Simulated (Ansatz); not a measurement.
The cluster Si4H6. Total charge 0; singlet. Geometry PBE-D4/def2-SVP, basis def2-TZVP, Ansatz.

```xyz
10

Si    1.7803    0.3257   -0.1877
Si    0.1340   -0.6915    1.0686
Si   -1.6969    0.5335    0.3830
Si   -0.2137   -0.1231   -1.2579
H     0.1871   -1.9685    1.8589
H     2.3004    1.7131    0.0756
H    -0.4668   -0.9017   -2.5180
H    -1.9412    1.9663    0.7731
H     2.8954   -0.6025   -0.5799
H    -2.9786   -0.2514    0.3843
```

```
run  HOMO (eV)  LUMO (eV)
  A      -5.43      -1.84
  B      -5.61      -1.68
  C      -6.26      -1.03
  D      -5.51      -1.94
```

Another isomer (singlet) lies 0.07 eV lower at PBE0-D4/def2-TZVP; other spin states weren't run for this one.

Task: The runs used LDA (SPW92), PBE, PBE0, r2SCAN. Estimate which is which.

Result: A PBE (0 % exact exchange); B r2SCAN (0 % exact exchange); C PBE0 (25 % exact exchange); D LDA (SPW92) (0 % exact exchange). Exact exchange lowers occupied and raises empty levels; among semilocal functionals meta-GGAs tend to open the gap a little, and such runs are hard to tell apart. The gap grows from 3.58 eV (LDA (SPW92)) to 5.23 eV (PBE0).
